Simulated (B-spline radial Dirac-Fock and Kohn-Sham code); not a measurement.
## K-line shifts caused by a second vacancy in Lu³⁵⁺

System: Lu³⁵⁺ in the configuration [Ar] 3d10 4s2 4p6.

The run's input, task.json:

```json
{"items": [{
  "Z": 71,
  "q": 35,
  "cfg": [[1, 0, 2], [2, 0, 2], [2, 1, 6], [3, 0, 2], [3, 1, 6], [3, 2, 10], [4, 0, 2], [4, 1, 6]],
  "A": 175,
  "rrms": 5.37,
  "do": ["binding", "quiet", "double"]
}]}
```

Command: `python xray_run.py task.json out`

Level of theory: Dirac-Fock energy differences between relaxed states, corrected for Breit and QED terms; a radial finite-basis atomic code. Each two-hole energy is an average over J within one jj subconfiguration, not an observable level; in light atoms, where LS coupling holds, the j-resolved values are not observed lines, and for a K spectator the Kα1 hypersatellite is nearly forbidden. Correlation and solid-state effects are left out.

Lines without a spectator: Kα2 (K-L2) 52957.2 eV, Kα1 (K-L3) 54062.9 eV, Kβ3 (K-M2) 61089.6 eV, Kβ1 (K-M3) 61335.9 eV. Shifts in eV with one spectator hole (a dash: not computed, or left out as unreliable):

```tsv
spectator hole	Kα2	Kα1	Kβ3	Kβ1
K (1s)	+923.1	+986.8	+1196.2	+1211.6
L2 (2p1/2)	+116.2	+155.0	–	+302.8
L3 (2p3/2)	+91.3	+98.8	+234.2	–
M2 (3p1/2)	–	+24.75	+51.8	+61.2
M3 (3p3/2)	+14.25	–	+45.9	+46.7
M4 (3d3/2)	+4.94	+1.50	–	–
M5 (3d5/2)	-0.40	+3.59	–	–
```
